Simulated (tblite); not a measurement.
Input of a run (GFN2-xTB geometry optimisation, gas phase (tblite 0.8.0)), started from a force field or distance geometry:
```
{"job": {"kind": "relax", "xc": "GFN2-xTB", "basis": "xTB"}, "charge": 0, "multiplicity": 1}
C     -3.417800     0.903200    -0.600600
C     -2.281700     0.232700     0.103400
O     -1.386200    -0.423700    -0.756300
Si    -0.184900    -1.106300     0.203700
O      0.079000    -2.762800    -0.096100
C      1.338500    -0.103900     0.122100
C      2.612700    -0.539200    -0.021300
C      3.603500     0.371700    -0.055700
C      3.249800     1.679500     0.045800
S      1.459600     1.534400     0.207300
H     -3.062600     1.532700    -1.448800
H     -4.163300     0.131500    -0.942800
H     -3.971000     1.527700     0.151000
H     -2.721800    -0.578300     0.745000
H     -1.696200     0.955800     0.743500
H     -0.642100    -1.030900     1.641100
H     -0.233700    -3.290600     0.690200
H      2.823000    -1.644200    -0.097100
H      4.668300     0.088900    -0.169300
H      3.921800     2.532400     0.034400
```

Output (eV, eV/Å):
```
step      E/eV     max force
  0    -845.45979    4.684
  1    -846.10862    1.706
  2    -846.27992    1.076
  3    -846.36768    0.997
  4    -846.43078    0.751
  5    -846.47887    0.611
  6    -846.51352    0.408
  7    -846.54220    0.590
  8    -846.57807    0.671
  9    -846.61967    0.520
 10    -846.65813    0.428
 11    -846.68885    0.407
 12    -846.71396    0.427
 13    -846.74288    0.481
 14    -846.78103    0.529
 15    -846.81568    0.462
 16    -846.83615    0.286
 17    -846.84773    0.236
 18    -846.85687    0.234
 19    -846.86659    0.205
 20    -846.87597    0.211
 21    -846.88392    0.256
 22    -846.89217    0.283
 23    -846.90186    0.294
 24    -846.91801    0.236
 25    -846.93080    0.279
 26    -846.94301    0.216
 27    -846.95175    0.266
 28    -846.96062    0.238
 29    -846.97009    0.370
 30    -846.98140    0.337
 31    -846.98977    0.261
 32    -846.99475    0.179
 33    -847.00200    0.235
 34    -847.00897    0.230
 35    -847.01347    0.124
 36    -847.01384    0.401
 37    -847.01636    0.075
 38    -847.01733    0.066
 39    -847.01975    0.156
 40    -847.02127    0.162
 41    -847.02331    0.136
 42    -847.02516    0.111
 43    -847.02753    0.100
 44    -847.03027    0.098
 45    -847.03348    0.124
 46    -847.03667    0.150
 47    -847.03736    0.383
 48    -847.04026    0.136
 49    -847.04143    0.077
 50    -847.04346    0.090
 51    -847.04494    0.127
 52    -847.04680    0.118
 53    -847.04844    0.100
 54    -847.04986    0.104
 55    -847.05095    0.094
 56    -847.05192    0.073
 57    -847.05277    0.080
 58    -847.05346    0.078
 59    -847.05406    0.052
 60    -847.05456    0.043
 61    -847.05503    0.040
 62    -847.05536    0.046
 63    -847.05601    0.051
 64    -847.05679    0.060
 65    -847.05784    0.073
 66    -847.05906    0.079
 67    -847.06063    0.108
 68    -847.06264    0.118
 69    -847.06474    0.086
 70    -847.06617    0.064
 71    -847.06701    0.057
 72    -847.06758    0.063
 73    -847.06783    0.220
 74    -847.06877    0.075
 75    -847.06981    0.060
 76    -847.07091    0.088
 77    -847.07188    0.069
 78    -847.07266    0.080
 79    -847.07340    0.112
 80    -847.07408    0.115
 81    -847.07460    0.093
 82    -847.07500    0.073
 83    -847.07532    0.048
 84    -847.07570    0.037
 85    -847.07591    0.035
 86    -847.07627    0.044
 87    -847.07654    0.060
 88    -847.07692    0.073
 89    -847.07734    0.070
 90    -847.07774    0.050
 91    -847.07800    0.050
 92    -847.07817    0.039
 93    -847.07833    0.036
 94    -847.07848    0.035
 95    -847.07863    0.030
 96    -847.07877    0.028
 97    -847.07896    0.036
 98    -847.07924    0.051
 99    -847.07957    0.058
100    -847.07984    0.045
101    -847.08005    0.042
102    -847.08027    0.040
103    -847.08053    0.042
104    -847.08079    0.072
105    -847.08097    0.030
106    -847.08109    0.051
107    -847.08118    0.022
108    -847.08125    0.016
109    -847.08131    0.018
110    -847.08136    0.019
111    -847.08143    0.021
112    -847.08151    0.021
113    -847.08161    0.020
114    -847.08168    0.015
115    -847.08173    0.014
116    -847.08177    0.014
117    -847.08182    0.012
118    -847.08186    0.012
119    -847.08189    0.014
120    -847.08193    0.012
121    -847.08196    0.012
122    -847.08200    0.014
123    -847.08203    0.013
124    -847.08205    0.014
125    -847.08208    0.014
126    -847.08214    0.016
127    -847.08224    0.023
128    -847.08236    0.023
129    -847.08248    0.026
130    -847.08254    0.023
131    -847.08258    0.026
132    -847.08261    0.012
133    -847.08263    0.011
134    -847.08265    0.011
135    -847.08267    0.011
136    -847.08270    0.010
137    -847.08274    0.012
138    -847.08277    0.012
139    -847.08280    0.016
140    -847.08282    0.019
141    -847.08286    0.020
142    -847.08292    0.019
143    -847.08299    0.018
144    -847.08307    0.018
145    -847.08315    0.018
146    -847.08326    0.028
147    -847.08341    0.036
148    -847.08363    0.038
149    -847.08387    0.031
150    -847.08409    0.028
151    -847.08426    0.036
152    -847.08441    0.060
153    -847.08463    0.035
154    -847.08485    0.026
155    -847.08494    0.023
156    -847.08506    0.021
157    -847.08517    0.019
158    -847.08528    0.015
159    -847.08534    0.014
160    -847.08537    0.012
161    -847.08540    0.010
162    -847.08542    0.007
```

Problem. Summarise the run.

Solution. The energy falls by 1.626 eV over 162 L-BFGS steps, the largest force on an atom goes from 4.68 to 0.007 eV/Å, and the atoms move by 0.629 Å rms after alignment. The bond that changes most is C6–S10 (substituted aromatic carbon to thiophene-type sulfur), which lengthens by 0.093 Å. Bonds longer at the end by more than 0.005 Å: 5 of 20; shorter: 13. Among the angles that change most is C2–O3–Si4, from 107.2° to 129.2°. Among the dihedrals that turn most is C6–Si4–O5–H17, from 122° to -152°. The energy never rose by more than 1e-5 eV on the way. The first step brought 40 % of the lowering.

Problem. What are the final bond lengths?

Solution. C1–C2 1.521 Å, C2–O3 1.402 Å, O3–Si4 1.622 Å, Si4–O5 1.619 Å, Si4–C6 1.874 Å, C6–C7 1.363 Å, C7–C8 1.411 Å, C8–C9 1.357 Å, C9–S10 1.718 Å, C6–S10 1.738 Å, C1–H11 1.087 Å, C1–H12 1.087 Å, C1–H13 1.086 Å, C2–H14 1.097 Å, C2–H15 1.096 Å, Si4–H16 1.466 Å, O5–H17 0.953 Å, C7–H18 1.075 Å, C8–H19 1.076 Å, C9–H20 1.072 Å. Numbering counts from 1 in the input's order; the species is `CCO[Si@@H](O)C1=CC=CS1`.

The run took 1.7 s wall on one thread of an Arm Neoverse V1, shared host.

Its lowest GFN2-xTB frequency is 9i cm⁻¹, too small to tell a flat minimum from a shallow saddle. One conformer, not necessarily the lowest.

These are computed values.
